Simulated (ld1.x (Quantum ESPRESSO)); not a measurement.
# Reading a pseudo-wave (manganese)

Columns: radius, all-electron u(r) and pseudo u(r) of the 3d shell (level -10.93 eV) of manganese in the configuration [Ne] 3s2 3p6 3d5 4s1.5 4p0; LDA (PZ), scalar-relativistic, RRKJ scheme, ld1.x (Quantum ESPRESSO) 7.5.

```csv
r (bohr),all-electron,pseudo
0.115,0.0810,0.0128
0.230,0.3114,0.0935
0.345,0.5520,0.2700
0.460,0.7315,0.5145
0.575,0.8383,0.7596
0.690,0.8847,0.9357
0.805,0.8883,1.0063
0.920,0.8647,0.9808
1.035,0.8252,0.9003
1.150,0.7774,0.8095
1.265,0.7261,0.7336
1.380,0.6742,0.6746
1.495,0.6234,0.6234
1.610,0.5748,0.5748
1.725,0.5289,0.5289
1.840,0.4860,0.4860
1.955,0.4461,0.4461
2.070,0.4092,0.4092
2.185,0.3751,0.3751
2.300,0.3437,0.3437
2.415,0.3147,0.3147
2.530,0.2882,0.2882
2.645,0.2637,0.2637
2.760,0.2413,0.2413
2.875,0.2207,0.2207
2.990,0.2018,0.2018
```

Task: How many radial nodes do the two functions have?

Result: The all-electron 3d function has n − l − 1 = 0; the pseudo-wave has 0.

Task: At about which radius was the pseudo-wave matched?

Result: 1.45 bohr, where the columns begin to agree (steps of 0.12 bohr).

Task: Is the pseudo-wave norm-conserving?

Result: Yes: the RRKJ scheme keeps the norm inside the radius equal to the all-electron one, which fixes the energy derivative of the logarithmic derivative at the level.
